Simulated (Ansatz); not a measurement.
**Which method gave which barrier?**

Saddle point of CH$_{5}$GaO, closed shell (CH₅GaO ([CH3][O][GaH2]) → CH₄O ([CH3][OH]) + GaH; bonds formed: O2–H4; bonds broken: Ga1–O2, Ga1–H4), PBE0-D4/def2-TZVP structure:

```
8
angstrom
Ga -1.5526 -0.3493 -1.2128
O -0.0301 -0.6996 0.0033
C 0.8688 0.1670 0.6602
H -0.0765 -1.0940 -1.3320
H -2.5434 0.7681 -0.6516
H 0.3226 0.8104 1.3599
H 1.4038 0.8117 -0.0470
H 1.6075 -0.4143 1.2199
```

Ansatz 0.2.0; basis: def2-TZVPP, with def2-QZVPP for the basis limit; cores frozen in the correlated methods. Filled d shells of the heavier atoms are correlated. The def2 sets are not built for correlating such inner shells, so the correlated values are less sure here. B3LYP uses VWN-RPA correlation. Extrapolation: Hartree–Fock as exp(−7.88 √X), correlation as X^−2.97. Four methods, as single points on the PBE0-D4 structures, gave these electronic barriers from the start structure: 2.141, 2.396, 2.763, 3.312 eV.

The methods were, in alphabetical order, B3LYP-D4, BHLYP-D4, BLYP-D4, HF. Which gave which? (Judge from chemistry; the calculation decides.)

By the calculation: BLYP-D4 2.141; B3LYP-D4 2.396; BHLYP-D4 2.763; HF 3.312 eV. For comparison, CCSD(T) at an estimated basis limit (MP2 extrapolated from triple and quadruple zeta, plus CCSD(T) − MP2 in triple zeta) gives 2.558 eV.

T1 diagnostic: at most 0.018. The restricted Hartree–Fock reference is unstable towards an unrestricted one at one or more of these structures.

Labels in which every atom is bracketed show which atoms are joined, not bond orders.

For scale, one of the runs: CCSD(T)/def2-TZVPP, 180 basis functions, launched by `ansatz run in.yaml --threads 2 --pin off --events-out ev --progress --plain --max-ram 4352MiB`. Hardware: 2 CPU threads of an Arm Neoverse V1, shared host. Wall time 64 s; peak host memory 1.8 GiB.
